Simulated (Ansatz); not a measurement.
Basis sets compared for SnClF₃. The state is a singlet with charge 0. Geometry PBE-D4/def2-SVP. Ansatz on 2 threads of AMD EPYC 7R13 on a shared host; times are rough, and most runs start from earlier orbitals.

```xyz
5

Sn    0.017    0.003   -0.040
Cl   -0.918   -0.148    2.079
F     1.892    0.460    0.053
F    -0.863    1.357   -1.100
F    -0.129   -1.672   -0.992
```

In the def2 sets Sn takes a core potential; there is no spin–orbit coupling.

Binding counts from free atoms (Sn triplet, Cl doublet, F doublet) in the same basis, without a counterpoise term.

```
           level  functions  energy (Eh)  HOMO (eV)  LUMO (eV)  binding per atom (eV)  wall time
 PBE-D4/def2-SVP         86    -973.2867      -8.78      -4.69                   3.41      1.2 s
PBE0-D4/def2-SVP         86    -973.3220     -10.43      -3.87                   3.17      1.9 s
```

Q: Estimate the rows for PBE-D4/def2-TZVP, PBE0-D4/def2-TZVP.

A: 
```json
{"level": "PBE-D4/def2-TZVP", "functions": "180", "energy (Eh)": "-973.8533", "HOMO (eV)": "-9.06", "LUMO (eV)": "-4.96", "binding per atom (eV)": "3.47", "wall time": "2.1 s"}
{"level": "PBE0-D4/def2-TZVP", "functions": "180", "energy (Eh)": "-973.8839", "HOMO (eV)": "-10.61", "LUMO (eV)": "-4.05", "binding per atom (eV)": "3.26", "wall time": "3.5 s"}
```
